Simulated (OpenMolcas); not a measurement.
**Fe IV: Racah parameters, worked from levels**

```
Program             : OpenMolcas 26.06
Basis               : ANO-RCC-VQZP [7s6p4d3f2g1h]
Scalar Hamiltonian  : DKH2, point nucleus
Active space        : 11 electrons in 8 orbitals (RAS1 3p, at most 2 holes; RAS2 3d)
State averaging     : 2S+1 = 6 even, 1 root; 2S+1 = 4 even, 24 roots; 2S+1 = 2 even, 53 roots
Spin-orbit coupling : state interaction with AMFI integrals over the reference wave functions, term energies averaged over their components
```

Methods: RASSCF; MS-RASPT2, IPEA 0.25 Eh, imaginary shift 0.1 Eh (closed shells correlated: 3s).

**Racah parameters.** Above ⁶S, d5 has ⁴D at 17B + 5C, ⁴G at 10B + 5C and ⁴P at 7B + 7C. The first two fix B and C, and the third tests them; where it misses by thousands of cm-1, two parameters do not describe the configuration (Trees and configuration-interaction terms are left out) and B and C hang on the terms chosen. Term energies are centres of gravity, weighted by 2J + 1.

| Source | ⁴D | ⁴G | B | C | C/B | ⁴P from B, C | ⁴P found |
| --- | --- | --- | --- | --- | --- | --- | --- |
| RASSCF | 45477 | 38446 | 1004 | 5680 | 5.66 | 46788 | 39336 |
| MS-RASPT2 | 40183 | 33083 | 1014 | 4588 | 4.52 | 39214 | 36675 |

Energies in cm-1. From RASSCF to MS-RASPT2, B changes by +1.0 % and C by -19.2 %.

CASPT2 breaks the degeneracy within a term, and the mean is taken; among the terms shown or strongly mixed into the levels shown the widest spread is 400 cm-1 (3d⁵ ⁴G, MS-RASPT2). Active for correlation alone: 3p; no level in the range computed is led by a configuration that opens it, so any true level of that kind is missing. Without dynamic correlation excited terms often stand tens of per cent too high (terms of higher spin than the ground term too low), and those without a measured partner can miss by more than the paired ones (holds for RASSCF). Levels of configurations outside the active space are missing.
